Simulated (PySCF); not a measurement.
**Solvent effects on NMR parameters**

Mapped SMILES: `[CH3:1][CH:2]([CH3:3])[C:4]([CH3:5])([CH3:6])[C:7]#[N:8]`. Each H is labelled by its parent atom.

GIAO PBE0/pcSseg-1 in PySCF 2.14.0 with density-fitted response routines on one PBE0-D3(BJ)/def2-SVP conformer, non-relativistic, equivalent nuclei averaged. Solvents enter as an IEF-PCM continuum (chloroform with ε = 4.7, acetone with ε = 20.5) around the gas-phase geometry. Shifts are referred to TMS computed in the same medium.

In chloroform, δ in ppm: C7 134.0, C2 41.1, C4 37.9, C5/C6 28.4, C1/C3 20.4, H(C5)/H(C6) 1.34, H(C2) 1.25, H(C1)/H(C3) 1.11. Dipole moment 4.98 D.

Q: How does each δ change in the more polar medium?

A: 
```
      atoms                           environment  Δδ, acetone
         C7                        nitrile carbon         +1.7
         C2                                sp3 CH          0.0
         C4  quaternary sp3 carbon α to a nitrile         +0.6
      C5/C6                         methyl carbon          0.0
      C1/C3                         methyl carbon         +0.2
H(C5)/H(C6)           hydrogen on a methyl carbon        +0.03
      H(C2)                 hydrogen on an sp3 CH        +0.10
H(C1)/H(C3)           hydrogen on a methyl carbon        -0.01
```

Changes are relative to chloroform. The dipole moment becomes 5.34 D in acetone.

Q: Which nuclei move most (in ppm), and what does the model miss?

A: C7 (nitrile carbon, +1.7 ppm) in acetone. A continuum only polarises the solute; specific hydrogen bonds, the anisotropy of aromatic solvents and changes of geometry or conformer are outside it.
